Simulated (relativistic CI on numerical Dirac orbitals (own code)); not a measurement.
**One change at a time: Pt23+**

Base calculation: Dirac-Coulomb-Breit CI, separate exchange-only KLI orbitals for each configuration, model QED, unscaled Slater integrals.

Configurations in the expansion (outside the closed core [Ar] 3d10): 4s2 4p6 4d10 4f9, 4s2 4p6 4d10 4f8 5s, 4s2 4p6 4d10 4f7 5s2, 4s2 4p6 4d10 4f8 5p, 4s2 4p6 4d9 4f10, 4s2 4p6 4d10 4f8 5d, 4s2 4p6 4d8 4f11, 4s2 4p5 4d10 4f10, 4s2 4p6 4d10 4f8 6s, 4p6 4d10 4f11. Levels of other configurations are missing.

Variants: (1) Breit term removed. Shifts of the energy above 4s2 4p6 4d10 4f9 6H°_15/2, in cm⁻¹, for the lowest level and the first level of each name with at least 55 % of one term (blank where a level changes its place among those of its configuration and J or its character, or is not in the variant):

```json
{"Level": "4s2 4p6 4d10 4f9 6H°_15/2", "Base": "0.0", "Δ(1)": "0.0"}
{"Level": "4s2 4p6 4d10 4f9 6H°_13/2", "Base": "20485.2", "Δ(1)": "+640.9"}
{"Level": "4s2 4p6 4d10 4f9 6F°_1/2", "Base": "49611.7", "Δ(1)": "-525.3"}
{"Level": "4s2 4p6 4d10 4f9 4M°_21/2", "Base": "63445.5", "Δ(1)": "+2930.5"}
{"Level": "4s2 4p6 4d10 4f9 4M°_17/2", "Base": "87944.7", "Δ(1)": "+2721.2"}
{"Level": "4s2 4p6 4d10 4f9 4M°_19/2", "Base": "90918.1", "Δ(1)": "+3490.3"}
{"Level": "4s2 4p6 4d10 4f9 4F°_3/2", "Base": "93306.1", "Δ(1)": "-461.1"}
{"Level": "4s2 4p6 4d10 4f9 4K°_11/2", "Base": "107996.7", "Δ(1)": "+1932.3"}
```

At this charge energies of transitions that change n are usually good to better than 1 %, and those within a shell (Δn = 0) to a few per cent. Terms inside the open d or f shell come out 10 to 20 % too wide with unscaled integrals.

Ionisation energy from the two ground configurations alone: base 698.993 eV. The NIST ASD value (theoretical) is 710 eV.

LS names give the leading component of a level, which can be under half, so a name can repeat, a term be missing and a line seem to break the LS rules.
